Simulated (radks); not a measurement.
Excited configurations of Ti III: one electron is placed in a higher orbital outside [Ar] 3d1. The ground configuration is [Ar] 3d2. Calculated with a radial shooting solver on a logarithmic mesh with Libxc functionals: non-relativistic Kohn-Sham, PBE, spin-unpolarised, spherical densities, point nucleus. Excitation = E - E(ground); binding = E(ion) - E, where the ion is the core of charge +3; n* = 3/sqrt(2 binding) in atomic units, and the quantum defect is n - n*.

| outer orbital | excitation (eV) | binding (eV) | n* | <r> (bohr) |
|---|---|---|---|---|
| 4p | 9.260 | 17.845 | 2.620 | 3.251 |
| 4f | 19.288 | 7.817 | 3.958 | 5.791 |
| 5s | 15.910 | 11.195 | 3.307 | 5.620 |
| 5p | 17.603 | 9.502 | 3.590 | 6.327 |
| 5d | 20.140 | 6.965 | 4.193 | 8.048 |
| 5f | 21.890 | 5.215 | 4.846 | 9.926 |
| 6s | 20.403 | 6.702 | 4.274 | 9.360 |
| 6p | 21.200 | 5.905 | 4.554 | 10.34 |
| 6f | 23.414 | 3.691 | 5.760 | 15.01 |
| 7p | 23.074 | 4.031 | 5.512 | 15.31 |
| 7d | 23.798 | 3.307 | 6.085 | 18.13 |
| 7f | 24.369 | 2.736 | 6.690 | 21.08 |

The Delta-SCF ionisation energy is 27.105 eV (NIST Atomic Spectra Database: 27.492 eV, measured). Self-interaction in the functional shifts the binding energies and quantum defects, so they are the method's values and not measured ones. Spin polarisation and multiplet splitting are left out, so open shells lie too high by an amount that depends on their filling.

Beside tabulated values, note that spin-unpolarised runs miss the spin-polarisation part of the exchange energy of open shells.
